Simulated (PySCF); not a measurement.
CH₇O₂PSi.
Numbering: `[CH3:1][O:2][Si@@H:3]([OH:4])[PH2:5]` (hydrogens: H6, H7, H8 on C1; H9 on Si3; H10 on O4; H11, H12 on P5)

A GFN2-xTB structure was refined with PySCF, PBE0-D3(BJ)/def2-SVP geometry optimisation, gas phase. Its GFN2-xTB values:

```
  coordinate  GFN2-xTB
       C1–O2   1.373 Å
       C1–H6   1.096 Å
      O2–Si3   1.608 Å
      Si3–O4   1.619 Å
      Si3–P5   2.245 Å
      Si3–H9   1.441 Å
      O4–H10   0.929 Å
      P5–H11   1.370 Å
      P5–H12   1.367 Å
   C1–O2–Si3    127.1°
   O2–Si3–O4    110.0°
   O2–Si3–P5    101.8°
   O4–Si3–P5    109.7°
C1–O2–Si3–O4       50°
```

Problem. How do these coordinates change at the PBE0-D3(BJ)/def2-SVP level?

Solution. 
| coordinate | PBE0-D3(BJ)/def2-SVP (Å or °) | change |
| --- | --- | --- |
| P5–H12 | 1.429 | +0.062 |
| P5–H11 | 1.430 | +0.060 |
| Si3–H9 | 1.500 | +0.059 |
| O2–Si3 | 1.657 | +0.049 |
| Si3–O4 | 1.662 | +0.043 |
| O4–H10 | 0.961 | +0.032 |
| C1–O2 | 1.400 | +0.027 |
| C1–H6 | 1.107 | +0.011 |
| Si3–P5 | 2.238 | -0.007 |
| O2–Si3–O4 | 112.7 | +2.7 |
| O4–Si3–P5 | 107.4 | -2.3 |
| C1–O2–Si3 | 124.8 | -2.3 |
| O2–Si3–P5 | 103.6 | +1.8 |
| C1–O2–Si3–O4 | 65 | +15 |

The energy falls by 31.1 kJ/mol over 30 energy and gradient evaluations, the largest force component goes from 0.0314 to 4.4e-04 Eh/bohr, and the atoms move by 0.328 Å rms after alignment. The bond that changes most is P5–H12 (three-coordinate phosphorus to P–H hydrogen), which lengthens by 0.062 Å. Bonds longer at the end by more than 0.005 Å: 9 of 11; shorter: 2. Among the dihedrals that turn most is O2–Si3–O4–H10, from 157° to -98°. Rotational constants go from 4976, 1971, 1543 to 4787, 1909, 1477 MHz.

The run used 113 basis functions and 195 SCF cycles in all.

Stationary, but not proved a minimum. One conformer, not necessarily the lowest.
